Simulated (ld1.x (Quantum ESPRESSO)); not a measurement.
How hard is this manganese PAW potential?

ld1.x (Quantum ESPRESSO) 7.5 input, shortened:

```
&input
   title='Mn', zed=25., rel=1, dft='PBESOL', iswitch=3,
   config='[Ar] 3d5 4s2 4p0'
 /
 &inputp
   pseudotype=3, lpaw=.true., tm=.true., lloc=-1, rcloc=1.85,
   nlcc=.true., new_core_ps=.true., rcore=1.40,
   which_augfun='PSQ', rmatch_augfun_nc=.true.
 /
6
4S  1  0   2.00   0.00  1.95  2.65  0.0
4S  1  0   0.00   0.20  1.95  2.65  0.0
3P  2  1   6.00   0.00  1.50  1.60  0.0
4P  3  1   0.00   0.00  1.50  1.60  0.0
3D  3  2   5.00   0.00  1.80  2.20  0.0
3D  3  2   0.00   4.45  1.80  2.20  0.0
 &test
   configts(1)='3p6 3d5 4s2 4p0'
 /
```

The pseudo-atom Hamiltonian at the reference potential is diagonalised in spherical Bessel functions j_l(qr) that vanish at 20 bohr, with q² up to the cutoff. All-electron valence levels (Ry): 4s -0.3766, 3p -4.0044, 4p -0.0990, 3d -0.4994.

Question: How do the lowest levels (Ry) of each channel move with the cutoff, and are there ghosts?

Answer:

| cutoff (Ry) | s #1 | s #2 | p #1 | p #2 | p #3 | d #1 | d #2 | f #1 | Σ f·Δε (mRy) |
| --- | --- | --- | --- | --- | --- | --- | --- | --- | --- |
| 8 | -0.3766 | 0.0056 | -3.2713 | -0.0435 | 0.0617 | 0.0590 | 0.1456 | 0.1105 | 7190.8 |
| 12 | -0.3766 | 0.0056 | -3.7550 | -0.0581 | 0.0567 | -0.2661 | 0.0601 | 0.1105 | 2662.9 |
| 18 | -0.3767 | 0.0056 | -3.9544 | -0.0678 | 0.0540 | -0.4955 | 0.0599 | 0.1105 | 318.8 |
| 25 | -0.3767 | 0.0056 | -3.9978 | -0.0743 | 0.0523 | -0.4990 | 0.0598 | 0.1105 | 41.7 |
| 35 | -0.3767 | 0.0056 | -4.0038 | -0.0859 | 0.0496 | -0.4993 | 0.0598 | 0.1105 | 4.2 |
| 45 | -0.3767 | 0.0056 | -4.0040 | -0.0969 | 0.0474 | -0.4993 | 0.0598 | 0.1105 | 2.6 |
| 55 | -0.3767 | 0.0056 | -4.0043 | -0.0986 | 0.0470 | -0.4993 | 0.0598 | 0.1105 | 0.6 |
| 70 | -0.3767 | 0.0056 | -4.0043 | -0.0988 | 0.0470 | -0.4994 | 0.0598 | 0.1105 | 0.4 |
| 400 | -0.3767 | 0.0056 | -4.0044 | -0.0990 | 0.0469 | -0.4994 | 0.0598 | 0.1105 | 0.0 |

Result: no extra level below or beside the all-electron valence levels (s, p, d, f tested); 10 mRy is reached at 35 Ry and 1 mRy at 55 Ry.

Test run stopped at test 1 of 7 (negative rho).
